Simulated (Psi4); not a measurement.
trichloroethylene (C$_{2}$HCl$_{3}$), singlet, geometry from GFN2-xTB; MP3/6-31G (Psi4).

Input for Psi4:
```
memory 2 GB

molecule {
0 1
Cl    2.16430428    0.65063115   -0.02488394
C     0.96868077   -0.56892736   -0.03455329
C    -0.33236363   -0.29237070   -0.00141803
Cl   -0.96728152    1.29724732    0.05435331
Cl   -1.50022928   -1.55086072   -0.01269355
H     1.33660808   -1.58151327   -0.06936094
}

set {
  basis 6-31g
}

energy('mp3')
print_variables()
```

The log (banner, timings and long lists left out):

```
    Information: MP3 default algorithm changed to DF in August 2020. Use `set mp_type conv` for previous behavior.
    For method 'MP3', SCF Algorithm Type (re)set to DISK_DF.

   => Loading Basis Set <=

    Name: 6-31G
    Role: ORBITAL
    Keyword: BASIS

         ---------------------------------------------------------
                                   SCF
               by Justin Turney, Rob Parrish, Andy Simmonett
                          and Daniel G. A. Smith
                              RHF Reference
         ---------------------------------------------------------

  ==> Geometry <==

    Molecular point group: cs
    Full point group: Cs

    Geometry (in Angstrom), charge = 0, multiplicity = 1:

       Center              X                  Y                   Z               Mass
    ------------   -----------------  -----------------  -----------------  -----------------
         CL           0.634661693594    -2.177194590188     0.000000000000    34.968852682000
         C           -0.584708280008    -0.981339707359     0.000000000000    12.000000000000
         C           -0.307352315165     0.319956466148     0.000000000000    12.000000000000
         CL           1.283194715206     0.954997223180     0.000000000000    34.968852682000
         CL          -1.565683089821     1.488048117430     0.000000000000    34.968852682000
         H           -1.597866411652    -1.349338217350     0.000000000000     1.007825032230

  Running in cs symmetry.

  Rotational constants: A =      0.13292  B =      0.05138  C =      0.03706 [cm^-1]
  Rotational constants: A =   3984.96803  B =   1540.43446  C =   1110.97464 [MHz]
  Nuclear repulsion =  319.664287452167741

  Charge       = 0
  Multiplicity = 1
  Electrons    = 64
  Nalpha       = 32
  Nbeta        = 32

  ==> Algorithm <==

  SCF Algorithm Type is DISK_DF.
  DIIS enabled.
  MOM disabled.
  Fractional occupation disabled.
  Guess Type is SAD.
  Energy threshold   = 1.00e-08
  Density threshold  = 1.00e-08
  Integral threshold = 1.00e-12

  ==> Primary Basis <==

  Basis Set: 6-31G
    Blend: 6-31G
    Number of shells: 33
    Number of basis functions: 59
    Number of Cartesian functions: 59
    Spherical Harmonics?: false
    Max angular momentum: 1

   => Loading Basis Set <=

    Name: (6-31G AUX)
    Role: JKFIT
    Keyword: DF_BASIS_SCF

  ==> Integral Setup <==

  ==> DiskDFJK: Density-Fitted J/K Matrices <==

    J tasked:                  Yes
    K tasked:                  Yes
    wK tasked:                  No
    Integrals threads:           1
    Algorithm:                Core
    Integral Cache:           SAVE
    Schwarz Cutoff:          1E-12
    Fitting Condition:       1E-10

   => Auxiliary Basis Set <=

  Basis Set: (6-31G AUX)
    Blend: CC-PVDZ-JKFIT
    Number of shells: 165
    Number of basis functions: 577
    Number of Cartesian functions: 577
    Spherical Harmonics?: false
    Max angular momentum: 3

  Minimum eigenvalue in the overlap matrix is 6.4911578409E-03.
  Reciprocal condition number of the overlap matrix is 1.4440725032E-03.
    Using symmetric orthogonalization.

  ==> Pre-Iterations <==

  SCF Guess: Superposition of Atomic Densities via on-the-fly atomic UHF (no occupation information).

   -------------------------
    Irrep   Nso     Nmo
   -------------------------
     A'        46      46
     A"        13      13
   -------------------------
    Total      59      59
   -------------------------

  ==> Iterations <==

                           Total Energy        Delta E     RMS |[F,P]|

   @DF-RHF iter SAD: -1454.62052835044665   -1.45462e+03   0.00000e+00
   @DF-RHF iter   1: -1454.55192237831170    6.86060e-02   5.48155e-03 DIIS/ADIIS
   @DF-RHF iter   2: -1454.59071799614617   -3.87956e-02   3.30855e-03 DIIS/ADIIS
   @DF-RHF iter   3: -1454.60393718064779   -1.32192e-02   5.69412e-04 DIIS/ADIIS
   @DF-RHF iter   4: -1454.60494727408081   -1.01009e-03   1.56234e-04 DIIS/ADIIS
[...]
  @DF-RHF Final Energy: -1454.60502704278497
    Total Energy =                      -1454.6050270427849682
  DIE_IF_NOT_CONVERGED          => (empty)
[...]
  PE                            => (empty)
  PPL_TYPE                      => (empty)
  PRINT                         => (empty)
  PRINT_NOONS                   => (empty)
  PROPERTIES                    => (empty)
  PROPERTIES_ORIGIN             => (empty)
  PUREAM                        => (empty)
  QCHF                          => (empty)
  QC_MODULE                     => (empty)
  RAS1                          => (empty)
  RAS2                          => (empty)
  RAS3                          => (empty)
  RAS4                          => (empty)
  READ_SCF_3INDEX               => (empty)
  REGULARIZATION                => (empty)
  REG_PARAM                     => (empty)
  RELATIVISTIC                  => (empty)
  REMP_A                        => (empty)
  RESTRICTED_DOCC               => (empty)
  RESTRICTED_UOCC               => (empty)
  RMS_MOGRAD_CONVERGENCE        => (empty)
  R_CONVERGENCE                 => (empty)
  SCF_TYPE                      => DISK_DF         !
  SCREENING                     => (empty)
  SCS_TYPE                      => (empty)
  SOCC                          => (empty)
  SOS_TYPE                      => (empty)
  TRIPLES_IABC_TYPE             => (empty)
  WFN                           => (empty)
  WFN_TYPE                      => DF-OMP3         !
  WRITER_FILE_LABEL             => (empty)
  ZORA_BASIS_TOLERANCE          => (empty)
  ZORA_NR_DEBUG                 => (empty)
  ZORA_PRUNING_SCHEME           => (empty)
  ZORA_RADIAL_POINTS            => (empty)
  ZORA_SPHERICAL_POINTS         => (empty)

	For this residual convergence, default PCG convergence is:     1.00e-07
	For this energy convergence, default residual convergence is:     3.16e-07

 ==============================================================================
 ==============================================================================
 ==============================================================================

                     DF-MP3
              Program Written by Ugur Bozkaya
              Latest Revision September 9, 2017

 ==============================================================================
 ==============================================================================
 ==============================================================================

	MO spaces...

	 FC   OCC   VIR   FV
	----------------------
	  0   32    27    0

	Number of basis functions in the DF-CC basis: 354

	Total memory requirement for DF+CC int:     29.85 MB

	Computing DF-MP2 energy ...
	=======================================================================
	Nuclear Repulsion Energy (a.u.)    :   319.66428745216774
	DF-HF Energy (a.u.)                : -1454.60502704278497
	REF Energy (a.u.)                  : -1454.60502704278497
	DF-MP2 Correlation Energy (a.u.)   :    -0.31911406270671
	DF-MP2 Total Energy (a.u.)         : -1454.92414110549157
	=======================================================================

	=======================================================================
	================ MP3 FINAL RESULTS ====================================
	=======================================================================
	Nuclear Repulsion Energy (a.u.)    :   319.66428745216774
	SCF Energy (a.u.)                  : -1454.60502704278497
	REF Energy (a.u.)                  : -1454.60502704278497
	3rd Order Energy (a.u.)            :    -0.01717403786483
	DF-MP2.5 Correlation Energy (a.u.) :    -0.32770108163902
	DF-MP2.5 Total Energy (a.u.)       : -1454.93272812442410
	DF-MP3 Correlation Energy (a.u.)   :    -0.33628810057150
	DF-MP3 Total Energy (a.u.)         : -1454.94131514335641
	=======================================================================

  Variable Map:
  ----------------------------------------------------------------------------
[...]
  Array Variable Map:
  ----------------------------------------------------------------------------
[...]
[...]
```
